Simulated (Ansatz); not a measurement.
ClH$_{5}$SiSn, SMILES `Cl[SiH2][SnH3]`. Total charge 0; spin multiplicity 1. Sn: def2 effective core potential. The geometry is a stationary point of PBE0-D4/def2-TZVP.

```xyz
8

Cl   -1.632    2.137   -0.345
Si    0.098    1.069   -0.699
Sn    0.038   -1.112    0.647
H     0.176    0.811   -2.159
H     1.244    1.926   -0.304
H    -1.315   -2.043    0.188
H     1.454   -2.022    0.358
H    -0.062   -0.766    2.314
```

What is the dipole moment at r2SCAN/def2-TZVPP? (An estimate is asked.)

Ansatz gave: 1.17 D, with components (0.96, -0.66, -0.16) D in this frame, pointing from negative to positive charge.

And with PBE, B3LYP, ωB97M-V? (Estimate.)

Ansatz gave: PBE 1.12 D, B3LYP 1.20 D, ωB97M-V 1.21 D.

Give the Mulliken charges with r2SCAN, B3LYP, ωB97M-V in def2-TZVPP. (Best estimate.)

Computed: 
```tsv
atom	r2SCAN	B3LYP	ωB97M-V
Cl1	-0.25	-0.25	-0.22
Si2	0.29	0.26	0.19
Sn3	0.43	0.45	0.29
H4	-0.06	-0.05	-0.01
H5	-0.07	-0.05	-0.01
H6	-0.11	-0.12	-0.08
H7	-0.12	-0.12	-0.08
H8	-0.11	-0.12	-0.08
```

B3LYP here is the variant with VWN-RPA as its local correlation; programs differ in this.
